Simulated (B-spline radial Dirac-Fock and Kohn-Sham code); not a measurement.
System: the Kr⁶⁺ ion in the configuration 1s2 2s2 2p6 3s2 3p6 3d10 4s2. The computed values come from a B-spline atomic structure program: independent-particle photoionisation in a Dirac-Hartree-Slater potential with a Latter tail, all multipoles, thresholds from Dirac-Fock ΔSCF.

Question: Which of the sources Mg Kα (1253.6 eV), Ag Lα (2984.4 eV), Cr Kα (5414.7 eV), Ga Kα (9251.7 eV) can ionise the 2p3/2 level, and how does the cross section change among them?

Answer: The computed threshold is 1779.0 eV, above Mg Kα; the others can ionise it. Cross sections: Ag Lα 81.2 kb, Cr Kα 14.2 kb, Ga Kα 2.62 kb. From the first to the last it falls by a factor of 31.
